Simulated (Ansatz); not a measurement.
Two isomers of C2H5NSSi: A = `C1=N[SiH2]CS1`, B = `N[SiH]1C=C1S`.

Calculated with Ansatz (gas phase, PBE0-D4/def2-TZVP geometries, no zero-point term in ΔE). CBS: MP2 limit from def2 TZ/QZ plus the TZ coupled-cluster correction, frozen cores. Functionals use def2-TZVPP. B3LYP here is the variant with VWN-RPA as its local correlation; programs differ in this. One conformer a species, not always the lowest.

Which is lower in electronic energy at CCSD(T)/CBS, and by how much? (Best estimate.)

The calculation gave: A, by 97.4 kJ/mol.

Give E(B) − E(A) in kJ/mol with B3LYP, PBE0-D4, B2PLYP, HF/def2-TZVPP, MP2/def2-TZVPP, CCSD/def2-TZVPP, ωB97M-V. (Estimate.)

The calculation gave: B3LYP 95.6, PBE0-D4 99.6, B2PLYP 99.0, HF/def2-TZVPP 95.9, MP2/def2-TZVPP 97.4, CCSD/def2-TZVPP 97.5, ωB97M-V 95.1. None reverses the order clearly.

Largest T1 diagnostic: 0.015.

The D4 term adds +5.8 kJ/mol with B3LYP and +2.6 kJ/mol with PBE0; it sums over pairs of atoms, weighted by their polarisabilities, and B3LYP, whose exchange is more repulsive, gets the larger term.
